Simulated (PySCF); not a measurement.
B(Me)2(OAc), SMILES O=C(OB(C)C)C (C₄H₉BO₂) (GFN2-xTB optimised geometry):

```
16

B     -1.173     0.072     0.000
C     -2.030     1.401     0.000
H     -2.035     1.827     1.003
H     -3.064     1.244    -0.294
H     -1.602     2.170    -0.641
C     -1.851    -1.359    -0.046
H     -1.132    -2.170     0.031
H     -2.404    -1.492    -0.973
H     -2.575    -1.472     0.758
O      0.196     0.072     0.000
C      1.037     1.105     0.188
C      2.399     0.810    -0.384
O      0.742     2.109     0.773
H      3.064     1.651    -0.211
H      2.309     0.616    -1.450
H      2.800    -0.084     0.088
```

Calculation: PBE0/def2-TZVP in PySCF.

What are the frontier orbital energies and the dipole moment?

HOMO-2 -9.73 eV, HOMO-1 -8.71 eV, HOMO -7.93 eV, LUMO -0.59 eV, LUMO+1 0.76 eV; dipole moment 1.96 D.

On the same geometry PBE/def2-TZVP (PySCF) gives HOMO-2 -8.24 eV, HOMO-1 -7.22 eV, HOMO -6.31 eV, LUMO -1.69 eV, LUMO+1 -0.24 eV; dipole moment 1.86 D.

Meta-Löwdin charges at PBE0/def2-TZVP: B1 0.38, C2 -0.49, H3 0.15, H4 0.12, H5 0.14, C6 -0.49, H7 0.12, H8 0.14, H9 0.14, O10 -0.36, C11 0.54, C12 -0.40, O13 -0.43, H14 0.14, H15 0.14, H16 0.15.
